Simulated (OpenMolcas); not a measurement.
## As III: CASPT2 settings compared

```yaml
Program: OpenMolcas
Basis: ANO-RCC-VDZP [5s4p2d]
Scalar_Hamiltonian: DKH2, point nucleus
Active_space: 3 electrons in 8 orbitals (4s 4p 5s 5p)
State_averaging: 2S+1 = 4 odd, 1 root (0 in the spin-orbit step); 2S+1 = 2 odd, 6 roots; 2S+1 = 4 even, 3 roots; 2S+1 = 2 even, 7 roots
Spin-orbit_coupling: state interaction with AMFI integrals over the reference wave functions, term energies averaged over their components
```

Methods on the same reference wave functions:
A. CASSCF
B. SS-CASPT2, IPEA 0.1 Eh, no level shift (closed shells correlated: 3s 3p 3d)
C. XMS-CASPT2, IPEA 0.15 Eh, imaginary shift 0.25 Eh (closed shells correlated: 3d)

Energies in cm⁻¹ above 4s² 4p ²P°_1/2, the measured ground level; measured values from Moore, Atomic Energy Levels, vol. II, NSRDS-NBS 35 (1971 reprint of NBS Circular 467, 1952).

| Level | A | B | C | Measured |
| --- | --- | --- | --- | --- |
| 4s² 4p ²P°_1/2 | 0.0 | 0.0 | 0.0 | 0.0 |
| 4s² 4p ²P°_3/2 | 2365 | 2360 | 2380 | 2940 |
| 4s 4p² ⁴P_1/2 | 59007 | 61090 | 61090 |  |
| 4s 4p² ⁴P_3/2 | 59895 | 61970 | 61980 |  |
| 4s 4p² ⁴P_5/2 | 61241 | 63300 | 63310 |  |
| 4s 4p² ²D_3/2 | 92927 | 84810 | 86420 | 85309 |
| 4s 4p² ²D_5/2 | 93061 | 84960 | 86560 | 85630 |

Deviations, from unrounded energies. A percentage is the sum of absolute deviations over the sum of measured energies, with the sign that they share, or ± where signs differ.

```tsv
Against measurement	Levels	A	B	C
mean absolute deviation (cm-1)	3	5200	580	870
fine structure of the ground term (%)	1	-19.6	-19.6	-19.2
other configurations (%)	2	+8.8	-0.7	+1.2
```

B lies closest to measurement on these levels and A furthest from it. The largest miss of B in the table is 4s 4p² ²D_5/2, by -670 cm-1. The ranking rests on the paired levels alone, and a cruder setting can come out closer through cancelling errors.

Between B and C the level of the table that moves most is 4s 4p² ²D_3/2, by 1600 cm-1 (lowest in B, highest in C). Moves below CASPT2's spread within the term are not significant.

The lowest spin-free term lies below A's lowest term by 0.036 hartree in B, 0.031 hartree in C.

CASPT2 breaks the degeneracy within a term, and the mean is taken; among the terms shown or strongly mixed into the levels shown the widest spread is 76 cm-1 (4s 4p² ²D, B). Over all roots computed the reference weight is 0.88 to 1.00 in B; the roots of lowest weight are the least certain, and an intruder state may touch them. Some high roots are left out of the spin-orbit mixing, which shifts the levels that they would mix with. The run also gave levels led by 4s² 5p, 4s² 5s, which use shells meant for correlation; these and all levels above them are left out. Terms of s pⁿ other than that of highest spin mix with s² pⁿ⁻² d, which this space lacks; all of them can be thousands of cm-1 off, and some have no real level of that name. Computed and measured levels are paired by configuration, term and J; levels that our copy of the source lacks, or whose pairing is in doubt (as where it misses far off the trend of its configuration), stay unpaired and out of the deviations. Only configurations of the active space appear. Levels that lie high or do not pair safely by name in every column are left out.

° marks odd parity.
